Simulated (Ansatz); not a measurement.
A nudged elastic band was laid between two geometries of BClFH3O (7 atoms, charge 0, multiplicity 1).

Computed with Ansatz, RKS revPBE-D4/def2-SVP.

```yaml
movable_images: 9
climbing_image: yes
spring: 5.0 eV/Å²
optimiser: quadratic models (default)
start_path: through a guess of the saddle point
force_threshold: 0.2 eV/Å
iteration_limit: 60
end_points: relaxed
```

Image 0:

```xyz
7
Properties=species:S:1:pos:R:3
B 0.053 -0.063 0.149
Cl -0.069 0.552 1.896
H 1.076 0.220 -0.440
F -1.129 -0.014 -0.546
O 0.187 -1.784 0.450
H -0.656 -2.138 0.090
H 0.075 -1.802 1.429
```

Image 10:

```xyz
7
Properties=species:S:1:pos:R:3
B -0.045 -0.408 -0.613
Cl 0.360 -0.281 3.244
H 0.826 0.426 -0.504
F -0.962 -0.325 -1.588
O -0.089 -1.453 0.271
H -0.839 -2.059 0.104
H 0.287 -0.930 2.112
```

What changes between the two ends?

Bonds broken: B1–Cl2, O5–H7. Bonds formed: Cl2–H7. BClFH3O becomes BFH2O + ClH.

What energy profile does the band end with?

It converged. The highest image is number 3 of 0 to 10, 12.0 kcal/mol above the first end and 16.3 kcal/mol above the last; the last end lies 4.3 kcal/mol below the first. The threshold of 0.2 eV/Å is loose, so the images may lie well off the minimum-energy path. Another band between the same ends (9 images) ends at a top of the same energy, where a vibrational analysis finds 1 clearly imaginary mode. The orbitals stay closed-shell, which can raise the energy where a bond breaks towards radicals; this wasn't checked here.

```
image  path coordinate (Å)  energy (kcal/mol)  B1–Cl2 (Å)  O5–H7 (Å)  Cl2–H7 (Å)
    0                 0.00                0.0        1.86       0.99        2.40
    1                 0.28                1.3        1.91       1.00        2.08
    2                 0.57                6.8        2.05       1.07        1.79
    3                 0.85               12.0        2.25       1.27        1.54
    4                 1.19                5.0        2.53       1.59        1.37
    5                 1.53               -1.4        2.86       1.86        1.31
    6                 1.87               -3.5        3.18       2.05        1.31
    7                 2.21               -4.0        3.43       2.07        1.30
    8                 2.54               -4.2        3.62       2.01        1.31
    9                 2.88               -4.2        3.75       1.97        1.31
   10                 3.22               -4.3        3.88       1.95        1.31
```

What is the geometry of the highest image?


```xyz
7
Properties=species:S:1:pos:R:3
B 0.052 -0.288 -0.069
Cl -0.055 0.159 2.132
H 1.072 0.257 -0.417
F -1.136 0.007 -0.625
O 0.176 -1.737 0.337
H -0.679 -2.188 0.170
H 0.107 -1.239 1.498
```

The run took 100 s on 1 thread of AMD EPYC 9R45 96-Core Processor (Zen 5) (shared host), peak memory 0.17 GiB.
